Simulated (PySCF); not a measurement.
Excitation energy of Fe(2+) by level of theory

Fe(2+) [Ar] 3d6 (5D) → Fe(2+) [Ar] 3d5 4p1 (7P), as a difference of total energies. Computed with PySCF 2.14 in def2-TZVPPD (6s6p4d2f1g, 67 functions), with no relativity, point nucleus. Correlated levels: valence: [Ar] frozen. The calculations carry no spin-orbit coupling.

```tsv
method	excitation energy (eV)
UHF	8.747
MP2 (valence)	9.999
SCS-MP2 (valence)	10.371
CCSD (valence)	9.935
CCSD(T) (valence)	9.966
```

Question: How much does correlation contribute at CCSD(T) (valence)?

Answer: 9.966 − (8.747) = 1.219 eV, measured against UHF.

A first-order spin-orbit estimate (lowest level to lowest level, LS coupling) adds 0.009 eV.
